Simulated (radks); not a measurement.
Values are calculated unless marked as measured or tabulated.
Initial-state core-level shifts of the cerium ion Ce2+ when its valence configuration changes from [Xe] 4f2. Code: a radial shooting solver on a logarithmic mesh with Libxc functionals. Model: Dirac Kohn-Sham, PBEsol, spin-unpolarised, spherical densities, point nucleus; open shells are shared between the two j in proportion to 2j + 1. Shifts are changes of the shell-averaged eigenvalues in eV (positive: less bound).

valence           1s       3d       4p       4d
4f1.5 5d0.5   -2.963   -3.663   -3.402   -3.231
5d2          -13.783  -17.233  -15.569  -14.715
4f1.5 6p0.5   -4.715   -5.451   -5.170   -5.004
4f1 5d1       -6.288   -7.803   -7.181   -6.809
4f1 6p1       -9.946  -11.555  -10.871  -10.501
4f1 6s1       -8.890  -10.500   -9.820   -9.453
4f1.5 6s0.5   -4.181   -4.920   -4.640   -4.474
5d1 6s1      -16.590  -20.156  -18.406  -17.548
